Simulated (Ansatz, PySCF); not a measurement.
# Yb2OCl2 in two programs

Yb2OCl2 (singlet in the valence; each metal's 4f electrons, 14 of them, lie in its core potential, out of spins and levels), relaxed with PySCF 2.14.0, RKS r2SCAN, Yb lcecp-0-SVP with ECP60, O def2-SVP, Cl def2-SVP; non-relativistic Hamiltonian with scalar-relativistic core potentials where named; density fitting; no spin-orbit coupling:

```xyz
5

Yb    0.0000    0.0000    2.1383
Yb    0.0000    0.0000   -2.1383
O     0.0000    0.0000    0.0000
Cl    0.0000    0.0000    4.7721
Cl    0.0000    0.0000   -4.7721
```

There the HOMO–LUMO gap is 3.16 eV. The 4f levels lie in the core potential and are missing.

The same geometry by Ansatz 0.2.0 (PBE, PAW with the 4f shell of lanthanides and the 5f shell of actinides in the valence, a periodic box with 9 Å of vacuum):

| spin-orbit coupling | gap (eV) | largest force component (eV/Å) |
| --- | --- | --- |
| without | 0.02 | 0.68 |

Task: What does the run with spin-orbit coupling give?

Result: gap (eV): 0.01, largest force component (eV/Å): 0.79. It took 63 s on 2 threads of Arm Neoverse V1, on a shared host, peak memory 2.3 GiB.

Some levels of the plane-wave runs are partly filled under the smearing, so their gaps are between more and less than half filled ones.

The spin-orbit runs use fully relativistic datasets of their own, so changes of a few hundredths of an eV needn't come from the coupling.

No frequency check is given that shows the relaxed geometry to be a minimum. An lcecp potential fixes the number of 4f electrons, so in runs with it no electron can move into or out of that shell.

The two programs differ in functional, so their gaps don't test each other.
